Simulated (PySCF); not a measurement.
Core-level binding energies of (H2Al-mu-F)2

Species: (H2Al-mu-F)2.
Z-matrix (Å and degrees, PBE0-D3(BJ)/def2-SVP geometry), rows numbered from 1:
```
Al
H   1  1.5760
H   1  1.5761  2  128.42
F   1  1.8462  2  109.59  3  -137.12
Al  4  1.8475  1  100.41  2  -107.19
H   5  1.5760  4  109.48  1  -107.21
H   5  1.5761  4  109.55  1   107.03
F   5  1.8466  4   79.59  1     0.02
```

Computed, not measured: PySCF 2.14.0, delta-SCF UKS SCAN, pcX-2 on the ionised atom, pcseg-1 elsewhere, spin-free X2C. Each binding energy is the total energy of the core-ionised species, with the hole localised on one atom, minus that of the ground state; both are solved self-consistently, so orbital relaxation is included.

Question: Give the core binding energies atom by atom.

Answer: 
```tsv
atom(s)	environment	level	binding energy (eV)	count
Al1/Al5	aluminium bonded to 2 F and 2 H	Al 1s	1568.40	2
F4/F8	fluorine bonded to 2 Al	F 1s	693.53	2
```

Question: Which photon wavelength matches the Al 1s of Al1/Al5 threshold?

Answer: λ = hc/E = 12398.42 eV Å / 1568.40 eV = 7.905 Å.

Question: Give the binding energy of Al 1s of Al1/Al5 in hartree and in kJ/mol.

Answer: 1568.40 eV = 57.6376 Eh = 151328 kJ/mol.

Atoms equivalent by their bonding share one computed value, that of the first of them. Geometry: PBE0-D3(BJ)/def2-SVP, one conformer, isolated molecule.
